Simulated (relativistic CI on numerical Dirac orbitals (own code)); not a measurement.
## d1 to d9 in one octahedral field

Computed with a parametric ligand-field model without spin-orbit coupling, by exact diagonalisation: B = 510, C = 2160, 10Dq = 31300 cm⁻¹ (Oh; |10Dq|/B = 61.4) for every shell. Energies in cm⁻¹; the field energy is (0.6 n_e − 0.4 n_t2) × 10Dq of the ground term; g labels are left out. So small a B with so large a field is typical of 4d and 5d ions, where spin-orbit coupling, left out here, reaches 1,000 to 4,000 cm⁻¹.

| Shell | Ground term | Electrons in e | Field energy | First spin-allowed bands | Lowest term of other spin |
| --- | --- | --- | --- | --- | --- |
| d1 | 2T2 | 0.000 | -12520 | 2E 31300 |  |
| d2 | 3T1 | 0.007 | -24817 | 3T2 30029, 3T1 36408 | 1T2 7538 |
| d3 | 4A2 | 0.000 | -37560 | 4T2 31300, 4T1 37074 | 2E 10571 |
| d4 | 3T1 | 0.012 | -49718 | 3E 29149, 3T1 29686 | 1T2 6575 |
| d5 | 2T2 | 0.022 | -61900 | 2A2 28373, 2T1 28554 | 4T1 20845 |
| d6 | 1A1 | 0.017 | -74578 | 1T1 29654, 1T2 37068 | 3T1 25119 |
| d7 | ? | ? | ? | ? | ? |
| d8 | 3A2 | 2.000 | -37560 | 3T2 31300, 3T1 37074 | 1E 8351 |
| d9 | 2E | 3.000 | -18780 | 2T2 31300 |  |

Fill in the row of d7.

Ground term: 2E; Electrons in e: 1.011; Field energy: -55989; First spin-allowed bands: 2T1 29536, 2T2 30091; Lowest term of other spin: 4T1 20794. Low spin: d4, d5, d6, d7; the other shells keep the spin of the free ion. Only d4 to d7 can choose; the field needed to pair spins is smallest for d6 and largest for d5, which loses most exchange energy. In the strong-field picture 10Dq must exceed about 6B + 5C = 13860 (d4), 7.5B + 5C = 14625 (d5), 2.5B + 4C = 9915 (d6) and 4B + 4C = 10680 (d7); mixing of terms shifts these bounds somewhat.
